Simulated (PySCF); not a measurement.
# How methods differ on the ionisation energy of Nb²⁺

Nb²⁺ [Kr] 4d3 (4F) → Nb³⁺ [Kr] 4d2 (3F), as a difference of total energies. Computed with PySCF 2.14 in x2c-TZVPall, with the spin-free X2C one-electron Hamiltonian (Gaussian nucleus). Correlated levels: valence: [Kr] frozen. The calculations carry no spin-orbit coupling.

Task: Order these methods by the ionisation energy they give, lowest first.
A. UHF
B. MP2 (valence)
C. SCS-MP2 (valence)
D. r2SCAN

Result: A (24.252 eV), C (24.333 eV), B (24.496 eV), D (25.488 eV).

The reference lies between the lowest fine-structure levels, while these numbers refer to the centres of the terms.

Errors of the correlated levels include the incompleteness of this basis and the frozen core.

For comparison: 25.04 eV (semi-empirical (NIST evaluation); NIST Atomic Spectra Database, ionization energies).
